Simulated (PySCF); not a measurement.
A PySCF script (with the pyscf-properties extension) for the NMR shieldings of `InChI=1S/CH5NO2Si/c3-1-2-5-4/h1,4H,5H2,(H,2,3)`, on a GFN2-xTB geometry:

```python
import basis_set_exchange as bse
import numpy as np
from pyscf import gto, dft
from pyscf.prop import nmr

atoms = """
O     1.140369    0.736996   -1.387826
C     1.446602    0.207353   -0.340985
N     0.585156   -0.276901    0.563719
Si   -1.185634   -0.231628    0.397533
O    -1.497999    0.478751   -1.004223
H     2.508929    0.086922   -0.056093
H     0.995471   -0.687575    1.384954
H    -1.614340   -1.627176    0.400476
H    -1.661885    0.564138    1.524663
H    -0.707786    0.753773   -1.504746
"""
names = dict.fromkeys(["O", "C", "N", "Si", "H"], "pcSseg-1")
basis = {el: gto.basis.parse(bse.get_basis(n, elements=[el], fmt="nwchem")) for el, n in names.items()}
mol = gto.M(atom=atoms, basis=basis, charge=0, verbose=0)
mf = dft.RKS(mol, xc="PBE0")
mf.grids.level = 2
mf.grids.alignment = dft.numint.BLKSIZE   # the property module wants whole blocks of grid points
mf.conv_tol = 1e-9
mf.kernel()

calc = nmr.RKS(mf)   # GIAO
C = mf.mo_coeff
Co = C[:, mf.mo_occ > 0]
resp = mf.gen_response(singlet=True, hermi=2)
def vind(x):   # induced exchange potential for any number of trial vectors
    d = np.einsum("pi,xij,qj->xpq", C, 2 * x.reshape(-1, C.shape[1], Co.shape[1]), Co, optimize=True)
    return np.einsum("xpq,pi,qj->xij", resp(d - d.transpose(0, 2, 1)), C, Co, optimize=True).ravel()
mo1, _ = nmr.rhf.solve_mo1(calc, with_cphf=vind)
sigma = calc.kernel(mo1)
for i, s in enumerate(sigma):   # ppm
    print("%2d %-2s %9.2f" % (i, mol.atom_pure_symbol(i), np.trace(s) / 3))
```

Task: What does it print?

Result: 
```
 0 O     -69.47
 1 C      15.96
 2 N     135.41
 3 Si    375.27
 4 O     312.64
 5 H      23.25
 6 H      28.00
 7 H      26.19
 8 H      26.19
 9 H      25.63
```

These numbers come from an equivalent density-fitted implementation of the same equations, which agrees with the script to about 0.01 ppm for H and up to a few tenths of a ppm for heavy atoms, so last digits may differ.

Task: Turn these shieldings into chemical shifts. Referencing at the same level of theory: ¹⁷O (σref 336.08) against H2O; ¹³C (σref 186.93) and ²⁹Si (σref 349.16) and ¹H (σref 31.72) vs TMS; ¹⁵N (σref 267.73) vs NH3.

Result: Averaging equivalent atoms: O 0: 405.5; O 4: 23.4; C 1: 171.0; N 2: 132.3; Si 3: -26.1; H 5: 8.47; H 9: 6.09; H 7/8: 5.53; H 6: 3.72 ppm. Unscaled 17O shifts of doubly bonded oxygen tend to come out too high, by tens of ppm or more. Experimental scales use liquid or dissolved standards, which lie at an offset from isolated NH3 (liquid NH3: subtract about 20 ppm) and H2O (liquid H2O: subtract about 36 ppm).

Size and cost of the density-fitted run: 117 basis functions, 21 s wall time on 1 thread of an Arm Neoverse N1, shared host; peak memory 0.52 GiB.
